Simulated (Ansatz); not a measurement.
Ansatz (an electronic-structure program) input (RI-MP2/def2-QZVPP):
A basis named .json is the Basis Set Exchange file of that set.

Ansatz 0.2 input:
```yaml
crystal:
  periodic: [false, false, false]
  atoms:
    - {symbol: W, position_ang: [0.09768715, -0.08947022, 0.10273409]}
    - {symbol: O, position_ang: [0.65987391, 0.61631571, -1.35584027]}
    - {symbol: O, position_ang: [-1.56348005, 0.21128385, 0.40554995]}
basis:
  gaussian:
    orbitals: def2-QZVPP.json
    fitting: {mean_field: def2-universal-jkfit, correlation: def2-QZVPP-RIFIT.json}
magnetization: {spin_polarized: true, initial_magnetization: 2}
correlation: {method: mp2, electrons: outside_noble_gas}
```

Output:

```
Functional definition: HF
integrals: 0.15 GiB planned
381 factors; integrals over basis functions are off by at most 1.2e0 eV
534 factors; integrals over basis functions are off by at most 5.9e0 eV
mean field: 0.48 GiB planned
mean field evaluation 1: about -5871.5290 eV, gradient 5.3e1 eV
mean field evaluation 2: about -5854.1487 eV, gradient 9.2e1 eV
mean field evaluation 4: about -5882.8497 eV, gradient 1.8e0 eV
mean field evaluation 8: about -5882.9714 eV, gradient 4.4e-1 eV
mean field evaluation 16: about -5881.2050 eV, gradient 7.1e-3 eV
mean field evaluation 32: about -5881.2641 eV, gradient 9.7e-1 eV
mean field evaluation 64: about -5882.5028 eV, gradient 6.3e0 eV
mean field evaluation 96: about -5882.3330 eV, gradient 5.5e0 eV
mean field evaluation 128: about -5882.9926 eV, gradient 1.4e-5 eV
mean field -5882.99257905 eV, -216.1959896443 hartree, gradient 2.2e-6 eV, S^2 2.088829; 13 other end points of the search recorded, 0 dependent functions left out
6 core orbitals not correlated
reference -5882.99257905 eV, -216.1959896443 hartree; 10, 8 occupied and 179, 181 virtual orbitals, 534 factors
second order -20.06678412 eV of doubles, -0.00000000 eV of singles
Total energy: -5903.05936317 eV, -216.9334303590 hartree
```

This is an excited triplet: at this geometry the singlet lies 0.23 eV lower at RI-MP2/CBS(def2-TZVPPD,def2-QZVPPD)+[CCSD(T)-MP2]/def2-TZVPPD.
